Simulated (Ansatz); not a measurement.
Cost and result for the atomization energy of `C[Si](C)(C)C1C=CC=C1` (23 atoms, 23 bonds).

```xyz
23

C    -2.0240   -0.7498    1.1575
Si   -0.2428   -0.5988    0.5944
C     0.0668   -1.6930   -0.8859
C     0.8926   -1.0747    2.0076
C     0.0888    1.2446    0.1594
C    -0.7452    1.5879   -1.0094
C     0.0562    1.7519   -2.0870
C     1.4326    1.6017   -1.6767
C     1.4712    1.3457   -0.3488
H    -2.7189   -0.5108    0.3489
H    -2.2367   -0.0798    1.9949
H    -2.2364   -1.7706    1.4880
H     1.0960   -1.6012   -1.2382
H    -0.1093   -2.7389   -0.6184
H    -0.5971   -1.4378   -1.7140
H     0.6786   -2.0928    2.3449
H     1.9418   -1.0382    1.7049
H     0.7649   -0.4083    2.8649
H    -0.1276    1.7883    1.0851
H    -1.8248    1.6482   -0.9932
H    -0.2715    1.9571   -3.0977
H     2.2885    1.6778   -2.3346
H     2.3562    1.1915    0.2532
```

Total charge 0; spin multiplicity 1. All single points use the PBE0-D4/def2-TZVP geometry. It is one conformer, not always the lowest. Program: Ansatz. All runs use 4 threads of an AMD EPYC 7R13 on a shared host and a share of an NVIDIA H100 80 GB. Times are those of one run each, without the atoms' runs, and a repeat can differ threefold. Electronic energies, without spin–orbit coupling; frozen cores. CCSD(T)/CBS adds CCSD(T) − MP2 in def2-TZVPP to the MP2 limit, and its time is that of the two runs behind it. T1 = 0.010; the RHF reference is unstable towards UHF. B3LYP takes the VWN-RPA correlation (the form of Gaussian; ORCA's B3LYP/G).

CCSD(T)/CBS is a level of theory with its own doubt, some kJ/mol a heavy atom from the limit and from the frozen cores, so smaller differences don't rank the functionals.

```tsv
level	functions	wall time	atomization (kJ/mol)	difference from CCSD(T)/CBS	per bond
PBE0-D4/def2-TZVPP	486	2.3 s	9762.1	108.8	4.7
PBE-D4/def2-TZVPP (with forces)	486	3.5 s	9879.9	226.6	9.9
B97M-V/def2-TZVPP	486	3.9 s	9697.1	43.8	1.9
BHLYP-D4/def2-TZVPP	486	4.1 s	9448.4	-204.9	-8.9
CCSD(T)/def2-SVP	200	5 s	9260.0	-393.3	-17.1
r2SCANh-D4/def2-TZVPP	486	5.5 s	9670.8	17.5	0.8
PBE-QIDH/def2-TZVPP	486	6.5 s	9682.2	28.9	1.3
B3LYP-D4/def2-TZVPP (with forces)	486	7 s	9669.7	16.4	0.7
ωB97X-V/def2-TZVPP	486	7 s	9675.9	22.6	1.0
MP2/def2-QZVPP	946	9.5 s	9720.2	66.9	2.9
ωB97M-V/def2-TZVPP (with forces)	486	10 s	9694.5	41.2	1.8
CCSD(T)/def2-TZVPP	486	51 s	9442.0	-211.3	-9.2
CCSD(T)/CBS(def2)	–	61 s	9653.3	0.0	0.0
```

Leaving LDA and LC-ωPBE aside and taking each functional with its dispersion term where it has one, the values spread over 431.5 kJ/mol, from BHLYP-D4 to PBE-D4. LDA lies +1163.2 kJ/mol from PBE without D4, its usual overbinding. From PBE to PBE0 (25 % exact exchange), in def2-TZVPP and without D4, the atomization energy moves by −108.5 kJ/mol: exact exchange takes away binding that semilocal exchange gives to molecules. The D4 term adds +105.4 kJ/mol with B3LYP and +57.3 kJ/mol with PBE0; it sums over pairs of atoms, weighted by their polarisabilities, and B3LYP, whose exchange is more repulsive, gets the larger term.
